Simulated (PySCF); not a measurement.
Compound: C4H2F4.
InChI=1S/C4H2F4/c5-3-1-2(3)4(6,7)8/h1-2H/t2-/m1/s1

Computed with CAM-B3LYP/def2-SVPD in PySCF (dipole) on a GFN2-xTB geometry, gas phase.

Masses are those of the commonest isotopes; rigid-rotor values at the optimised geometry. 

Question: Give the principal moments of inertia and the rotational constants in MHz.

Answer: Ia = 132.34, Ib = 352.47, Ic = 390.60 u·Å²; 505379 MHz·u·Å²/I gives A = 3819, B = 1434, C = 1294 MHz.

Question: What kind of rotor is it?

Answer: An asymmetric top. Ray's parameter κ = (2B − A − C)/(A − C) = -0.889; −1 is the prolate and +1 the oblate limit.

Question: What does the inertial defect say?

Answer: Not planar: Δ = Ic − Ia − Ib = -94.21 u·Å². For a rigid frame Δ = −2 Σ m c², so Σ m c² = 47.11 u·Å² lies off the ab plane: 3.40 from hydrogen and 43.70 from heavier atoms. The atom farthest from that plane is 1.80 Å away.

Question: Give the other two planar moments, Paa and Pbb, and the rms extents of the mass along the axes.

Answer: Paa = Σ m a² = (Ib + Ic − Ia)/2 = 305.36 and Pbb = Σ m b² = (Ia + Ic − Ib)/2 = 85.24 u·Å². With the mass M = 126.01 u, the rms extents √(P/M) along a, b and c are 1.56, 0.82, 0.61 Å.

Question: Give the coordinates in the principal-axis frame, origin at the centre of mass.

Answer: The sense of each axis is arbitrary; atoms in the order of the calculation.
```csv
atom,mass (u),a (Å),b (Å),c (Å)
F1,18.998,-2.542,-0.742,0.042
C2,12.000,-1.651,0.196,-0.117
C3,12.000,-1.236,1.412,0.032
C4,12.000,-0.316,0.458,-0.721
C5,12.000,0.930,-0.057,-0.036
F6,18.998,1.982,0.758,-0.226
F7,18.998,0.773,-0.180,1.289
F8,18.998,1.302,-1.261,-0.499
H9,1.008,-1.330,2.405,0.393
H10,1.008,-0.178,0.536,-1.796
```

Question: Which lines would a microwave search look for?

Answer: The dipole components are |μa| = 1.70 D, |μb| = 1.90 D, |μc| = 0.83 D. The squared components, which scale the intensities, stand as 0.80 : 1.00 : 0.19 (a : b : c). Some lines, for components of 0.1 D or more:

| type | branch | J(Ka,Kc) | MHz | lower level (cm⁻¹) |
| --- | --- | --- | --- | --- |
| a | Q | 4(1,3) ← 4(1,4) | 1399 | 0.968 |
| b | R | 5(2,3) ← 4(3,2) | 1536 | 1.647 |
| a | R | 1(0,1) ← 0(0,0) | 2728 | 0.000 |
| b | R | 4(1,3) ← 3(2,2) | 4230 | 0.873 |
| c | Q | 5(2,4) ← 5(1,4) | 6341 | 1.480 |
| b | Q | 3(2,1) ← 3(1,2) | 6978 | 0.642 |
| c | Q | 2(2,1) ← 2(1,1) | 7155 | 0.362 |
| a | R | 3(1,3) ← 2(1,2) | 7970 | 0.348 |
| a | R | 4(0,4) ← 3(0,3) | 10852 | 0.545 |
| a | R | 4(3,2) ← 3(3,1) | 10922 | 1.283 |
| b | Q | 4(3,1) ← 4(2,2) | 12206 | 1.240 |
| a | R | 5(3,2) ← 4(3,1) | 13661 | 1.647 |
| c | R | 3(2,1) ← 2(1,1) | 15368 | 0.362 |
| b | R | 3(3,1) ← 2(2,0) | 20455 | 0.601 |
| b | R | 5(3,3) ← 4(2,2) | 25863 | 1.240 |
| c | R | 5(3,3) ← 4(2,3) | 25952 | 1.237 |
| b | R | 4(4,0) ← 3(3,1) | 28096 | 1.283 |
| c | R | 5(4,2) ← 4(3,2) | 30825 | 1.647 |

Question: Estimate the classical rotational partition function at 50 K, 200 K and 298.15 K.

Answer: Point group C1, symmetry number σ = 1; q = (√π/σ)·√((kT/h)³/(ABC)), k/h = 20836.6 MHz/K: 22400 at 50 K, 179000 at 200 K, 326000 at 298.15 K.

GFN2-xTB frequencies: not computed here. Constants of a rigid frame at the computed geometry: no zero-point averaging, no centrifugal distortion.

Conformer computed: `[F:1][C:2]1=[CH:3][C@H:4]1[C:5]([F:6])([F:7])[F:8]`: C3–C4–C5–F6 -89°.
